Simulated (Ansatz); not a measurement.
`[NH2][GeH]([F])[SiH3]`, relaxed with RKS PBE-D4/def2-SVP in Ansatz 0.2.0 from a rough embedded geometry. The force threshold is 0.03 eV/Å; the program also tests the step.

The species carries charge 0 and has multiplicity 1.

Start:

```xyz
10

N    -0.015    0.389   -1.812
Ge   -0.540   -0.498   -0.331
F    -2.276   -0.374   -0.231
Si    0.377    0.395    1.545
H    -0.383   -0.095   -2.685
H     1.079    0.275   -1.914
H    -0.123   -2.013   -0.417
H    -0.009    1.831    1.619
H     1.911    0.356    1.464
H    -0.022   -0.266    2.763
```

| step | energy (eV) | largest force (eV/Å) | largest move (Å) |
| --- | --- | --- | --- |
| 1 | -68671.1745 | 2.720 | 0.000 |
| 2 | -68671.5117 | 1.195 | 0.194 |
| 3 | -68671.5525 | 0.286 | 0.113 |
| 4 | -68671.5631 | 0.487 | 0.200 |
| 5 | -68671.5906 | 0.297 | 0.200 |
| 6 | -68671.6118 | 0.204 | 0.200 |
| 7 | -68671.6231 | 0.225 | 0.146 |
| 8 | -68671.6270 | 0.446 | 0.083 |
| 9 | -68671.6299 | 1.214 | 0.200 |
| 10 | -68671.6868 | 0.477 | 0.189 |
| 11 (rejected) | -68671.6335 | 0.546 | 0.193 |
| 12 | -68671.7079 | 0.200 | 0.094 |
| 13 (rejected) | -68671.7062 | 0.197 | 0.100 |
| 14 | -68671.7113 | 0.039 | 0.039 |
| 15 | -68671.7116 | 0.012 | 0.017 |

End:

```xyz
10

N     0.275    0.093   -1.847
Ge   -0.460   -0.653   -0.339
F    -2.214   -0.349   -0.253
Si    0.491    0.399    1.588
H    -0.052   -0.306   -2.734
H     0.207    1.115   -1.900
H    -0.322   -2.192   -0.482
H     0.318    1.888    1.457
H     1.958    0.079    1.675
H    -0.200   -0.075    2.835
```

Hardware: 4 threads of an Arm Neoverse V2 on a shared host. Wall time 17 s, peak host memory 0.17 GiB.
